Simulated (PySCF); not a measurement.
Computed shifts of a molecule C3H5BO, PBE0/pcSseg-1 in PySCF, GIAO, gas phase, equivalent atoms averaged, in ppm (number of nuclei): ¹³C: 179.9 (1), 151.7 (1), 28.6 (1). ¹H: 8.66 (1), 6.66 (1), 5.21 (1), 1.89 (2). References: ¹⁷O against H2O (σ = 334.2 ppm); ¹¹B against BF3 (σ = 88.8 ppm); ¹³C against TMS (σ = 186.3 ppm); ¹H against TMS (σ = 31.56 ppm), references at their B3LYP-D3(BJ)/def2-TZVP geometries, non-relativistic. Coordinates come from a B3LYP-D3(BJ)/def2-SVP optimisation. The values are those of a single conformer.

Task: Pick the molecule that these values belong to.
(A) C#CBOC
(B) OB1C=CC1
(C) CB1C=CO1
(D) C#CB(C)O

Result: B, OB1C=CC1
